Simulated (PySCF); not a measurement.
2-chlorobuta-1,3-diene (C4H5Cl), SMILES C(C(=C)Cl)=C. Geometry optimised at PBE-D3(BJ)/def2-SVP. The values are those of a single conformer.

Computed equilibrium geometry at PBE-D3(BJ)/def2-SVP (PySCF confirms it by a frequency run) as Cartesian coordinates in Å, and its point group (one conformer of several):
point group Cs.
```xyz
10

C     -0.4147    -2.0884     0.0000
C      0.6225    -1.2256     0.0000
C      0.5376     0.2344     0.0000
C      1.6136     1.0540     0.0000
Cl    -1.0732     0.9351     0.0000
H     -1.4532    -1.7235     0.0000
H     -0.2463    -3.1752     0.0000
H      1.6569    -1.6103     0.0000
H      2.6242     0.6187     0.0000
H      1.5090     2.1471     0.0000
```
